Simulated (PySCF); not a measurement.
Work out the structure from these simulated measurements.

Formula: AlH6N3.

| Item | Value |
| --- | --- |
| UV, first state | lowest singlet excitation: 5.71 eV (217 nm, f = 0.000 summed over 2 states within 0.01 eV) [TDDFT wB97X-D/def2-SVPD] |
| Dipole | 0.04 D [wB97X-D/def2-SVPD] |
| Polarisability | 50.1 au [wB97X-D/def2-SVPD] |
| Rotational structure | rotational constants A, B, C: 5.928, 5.917, 2.961 GHz [PBE0-D3(BJ)/def2-SVP] |
| Valence photoelectron | vertical ionisation energy: 9.12 eV [ΔSCF wB97X-D/def2-SVPD] |
| UV, strongest line | among the 15 lowest singlet transitions: S8/S9 at 8.03 eV (154 nm, f = 0.258 summed over these states) [TDDFT wB97X-D/def2-SVPD] |
| XPS | N1s 403.9 (×3), Al1s 1566.1 eV [ΔSCF SCAN, pcX-2 on the ionised atom, pcseg-1 elsewhere, spin-free X2C] |
| NMR, other nuclei | isotropic shieldings of nuclei other than C and H, by class: 269 (3 N), 402 (1 Al) ppm [GIAO B3LYP/pcSseg-1 (pcSseg-2 on Al)] |
| 1H NMR | chemical shifts (computed TMS as zero) by class: -0.50 (6 H) ppm [GIAO B3LYP/pcSseg-1 (pcSseg-2 on Al)] |

The electronic properties come from PySCF, for the isolated species, density fitting. Levels stand in brackets. Geometry: PBE0-D3(BJ)/def2-SVP; no solvent, vibrations or thermal averaging. NMR classes are plain means over equivalent atoms (diastereotopic ones count apart unless rotation or inversion swaps them), as if these changed places fast.

Question: Give a SMILES that accounts for the data.

Answer: All hydrogens form one class (-0.50 ppm): hydrogen on nitrogen. The other shieldings belong to: 269 ppm, nitrogen bonded to Al and 2 H; 402 ppm, aluminium bonded to 3 N. The core levels belong to: N1s 403.9 eV, nitrogen bonded to Al and 2 H; Al1s 1566.1 eV, aluminium bonded to 3 N. By its constants the optimised geometry is a nearly oblate symmetric top. Structure: `[NH2][Al]([NH2])[NH2]` (Al(NH2)3). The assignments are read from this structure; whether some other isomer fits the data as well wasn't checked.
